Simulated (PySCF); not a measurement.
C₃H₈ClFSi. Atoms are numbered in the order given.

```xyz
14

C     -3.4111    -0.4963     0.4124
C     -1.9647    -0.9284     0.2279
C     -1.0209     0.2412    -0.0588
Si     0.7493    -0.2683    -0.2833
F      1.2572    -1.0181     1.0637
Cl     1.9335     1.3951    -0.5523
H     -3.7944     0.0079    -0.4891
H     -3.5102     0.2091     1.2526
H     -4.0655    -1.3568     0.6188
H     -1.9034    -1.6630    -0.5945
H     -1.6181    -1.4609     1.1297
H     -1.0525     0.9816     0.7603
H     -1.3329     0.7850    -0.9688
H      0.9829    -1.1996    -1.4150
```
Charge 0, spin multiplicity 1.

Geometry optimised at PBE0-D3(BJ)/def2-SVP. The structure was generated by enumeration; whether it is a known compound was not checked. The values are those of a single conformer.

Method: SMD-PBE0/6-31G* (PySCF).

Solvation free energies are E(SMD) − E(gas) at the gas-phase geometry, for 1 M in both phases. In vacuum the dipole moment is 2.63 D.

Problem. Estimate the solvation free energies in water, ethylethanoate, benzene. (Estimate from the structure and the level; the computed values follow.)

Solution. 
| solvent | ΔG(solv) (kcal/mol) | its non-electrostatic (CDS) part | dipole (D) |
|---|---|---|---|
| water | 0.0 | 3.5 | 3.15 |
| ethylethanoate | -4.5 | -1.8 | 3.04 |
| benzene | -4.3 | -2.7 | 2.88 |
